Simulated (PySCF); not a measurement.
F⁺: ionisation energy

F⁺ [He] 2s2 2p4 (3P) → F²⁺ [He] 2s2 2p3 (4S), as a difference of total energies. Computed with PySCF 2.14 in x2c-QZVPPall (7s4p3d2f1g, 57 functions), with scalar relativity by spin-free X2C-1e. Correlated levels: valence and next inner shell: nothing frozen. The calculations carry no spin-orbit coupling.

Q: Order these methods by the ionisation energy they give, lowest first.
A. CCSD(T) (valence and next inner shell)
B. CCSD (valence and next inner shell)
C. SCS-MP2 (valence and next inner shell)
D. UHF

A: D (33.387 eV), B (34.785 eV), A (34.815 eV), C (34.870 eV).

Errors of the correlated levels include the incompleteness of this basis.

For comparison: 34.950 eV (measured; NIST levels, between the centres of gravity of the two terms).
